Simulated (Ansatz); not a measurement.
C2H4BFOSe can be A, `BCOC(F)=[Se]`, or B, `OB1CC1(F)[SeH]`.

Computed with Ansatz on PBE0-D4/def2-TZVP structures; ΔE is electronic, products minus reactants. CBS: MP2 limit from def2 TZ/QZ plus the TZ coupled-cluster correction, frozen cores. Functionals use def2-TZVPP. For Se outer-core shells are correlated without core-valence functions, which leaves a few kJ/mol of doubt a bond. Scalar relativity is left out up to krypton. Each species was taken in one conformer, which may not be the lowest.

Task: Which is lower in electronic energy at CCSD(T)/CBS, and by how much? (Estimate.)

Result: The calculation gave: B, by 111.7 kJ/mol.

Task: Give E(B) − E(A) in kJ/mol with HF/def2-TZVPP, ωB97M-V, MP2/def2-TZVPP, r2SCAN-D4, PBE0-D4, B2PLYP, PBE-D4. (Best estimate.)

Result: The calculation gave: HF/def2-TZVPP -83.9, ωB97M-V -114.5, MP2/def2-TZVPP -116.3, r2SCAN-D4 -107.7, PBE0-D4 -120.2, B2PLYP -100.9, PBE-D4 -114.1. None reverses the order clearly.

Largest T1 diagnostic: 0.015.

In def2-TZVPP, CCSD(T) changes the Hartree–Fock value by −26.5 kJ/mol (the triples alone add +3.9 kJ/mol) and MP2 by −32.4 kJ/mol. From PBE to PBE0 (25 % exact exchange), in def2-TZVPP and without D4, E(B) − E(A) moves by −6.2 kJ/mol.
